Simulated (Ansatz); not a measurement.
Job for Ansatz (a quantum-chemistry and plane-wave program): R-B3LYP/def2-TZVPP on ClGeHO (SMILES [OH][Ge][Cl]), a point of a torsion scan.

Ansatz 0.2 input:
```yaml
crystal:
  periodic: [false, false, false]
  atoms:
    - {symbol: O, position_ang: [-1.00411086, 0.25879851, 0.21863654]}
    - {symbol: Ge, position_ang: [0.62464873, 0.84804905, -0.18771710]}
    - {symbol: Cl, position_ang: [0.21040413, 2.92824794, 0.20292481]}
    - {symbol: H, position_ang: [-1.47636597, -0.49455093, -0.12296919]}
basis:
  gaussian:
    orbitals: def2-TZVPP
hamiltonian:
  xc: {name: B3LYP}
scf: {lower_state_search: off}
```

Problem. Give the final energy of this run.

Solution. -2613.2086 hartree.
